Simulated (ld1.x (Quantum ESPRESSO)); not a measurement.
# Which change was made? (V, TM)

| Item | Value |
| --- | --- |
| Element | V |
| Generator | ld1.x (Quantum ESPRESSO) 7.5 |
| Type | norm-conserving Troullier–Martins (Kleinman–Bylander form) |
| Functional | LDA (PZ) |
| Relativity | scalar-relativistic |
| Frozen core | [Ne] 3s2 |
| Valence charge | 11 |
| Reference configuration | 3p6 3d3 4s1 4p0 (charge +1) |
| Partial waves | 4s (bound): rc 2.85 bohr; 3p (bound): rc 1.55 bohr; 3d (bound): rc 2.00 bohr |
| Local potential | all-electron potential smoothed inside 2.15 bohr (lloc = -2) |
| Core correction | none |

Cutoffs, loose and tight: the cutoffs (Ry, on a coarse ladder) from which the occupation-weighted sum of valence levels, in a spherical-Bessel basis at the reference potential, stays within 10 and 1 mRy of its value at 400 Ry. They do not see the model core or the augmentation charge, which bear on the density cutoff. Test errors are all-electron minus pseudo excitation energies from the reference, over the configurations 3p6 3d3 4s2 4p0; 3p6 3d3 4s0 4p0; 3p6 3d2 4s0 4p0; 3p6 3d3 4s1.5 4p0; 3p6 3d2 4s2 4p0; 3p6 3d4 4s1 4p0; 3p5 3d3 4s2 4p0 (two spin-polarised tests are not counted in the largest error); variants that change the core or the reference have their own tests.

The base gives: outcome: generated; cutoff, loose: 60 Ry; cutoff, tight: 90 Ry; bound ghosts: none; largest test error (meV): -331.

After one change the result is: outcome: generated; cutoff, loose: 60 Ry; cutoff, tight: 90 Ry; bound ghosts: none; largest test error (meV): -216. Which change was it?
A. wave 4s (bound): rc 2.85 bohr becomes 4s (bound): rc 3.24 bohr
B. wave 4s (bound): rc 2.85 bohr becomes 4s (bound): rc 3.86 bohr
C. wave 4s (bound): rc 2.85 bohr becomes 4s (bound): rc 1.96 bohr

A. The others give: wave 4s (bound): rc 2.85 bohr becomes 4s (bound): rc 3.86 bohr → outcome: generated; cutoff, loose: 60 Ry; cutoff, tight: 90 Ry; bound ghosts: none; largest test error (meV): +239 | wave 4s (bound): rc 2.85 bohr becomes 4s (bound): rc 1.96 bohr → outcome: generated; cutoff, loose: 60 Ry; cutoff, tight: 90 Ry; bound ghosts: none; largest test error (meV): -151.
